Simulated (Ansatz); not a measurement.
System: trihydroxy(methoxy)silane, CH6O4Si, net charge 0, singlet state. SMILES: [Si](OC)(O)(O)O
Coordinates optimised at B3LYP-D3(BJ)/def2-TZVP (Ansatz, a quantum-chemistry and plane-wave program):
```xyz
12

Si    -0.3943     0.0149     0.0442
O      0.9603     0.0773    -0.8551
C      2.2783    -0.0913    -0.3481
O     -1.6536     0.0621    -0.9983
O     -0.5988     1.2586     1.0894
O     -0.2911    -1.3401     0.9539
H      2.3686    -1.0292     0.2039
H      2.9633    -0.1068    -1.1952
H      2.5502     0.7373     0.3111
H     -1.5508    -0.4037    -1.8319
H     -0.9633     2.0725     0.7328
H     -0.8520    -1.3943     1.7312
```
Charge 0, spin multiplicity 1.

Parts of the frozen-core correlation energy in 6-31G (Ansatz, hartree). Frozen orbitals: 10; correlated occupied orbitals by spin: 19 and 19; virtual: 41 and 41. Spin-orbit coupling is left out. No relativistic terms.

```csv
term,value
reference (HF),-629.69425
MP2 opposite-spin,___
MP2 same-spin,-0.15605
CCSD correlation,___
(T),___
T1 diagnostic,0.012
largest doubles amplitude,0.018
```

What belongs in the gaps?


- MP2 opposite-spin, value: -0.46763
- CCSD correlation, value: -0.64743
- (T), value: -0.01101
